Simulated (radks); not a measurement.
The numbers below are computed, except where a source is named.
These are the eigenvalues of the occupied orbitals of an atom or ion with whole-number occupations (hartree). Code: a radial shooting solver on a logarithmic mesh with Libxc functionals. Model: non-relativistic Kohn-Sham, r2SCAN, spin-polarised, spherical densities, point nucleus; meta-GGA in the generalised Kohn-Sham scheme.

| orbital | eigenvalue |
|---|---|
| 1s | -90.87727 |
| 2s | -10.09368 |
| 2p | -8.04297 |
| 3s | -2.42442 |

Which element is it, and in what charge state? The configuration may be excited. Open shells, if any, are filled with parallel spins first.

Answer. Z = 16, sulfur, charge +4: S4+ in [Ne] 3s2. The list shows which subshells hold electrons but not how many an open one holds; the 1s level, -90.877 hartree, gives Z - s = 13.5 by -(Z - s)^2/2, which with screening narrows Z to a few neighbours, and the depths of the outer levels then fix element, charge and occupations together.
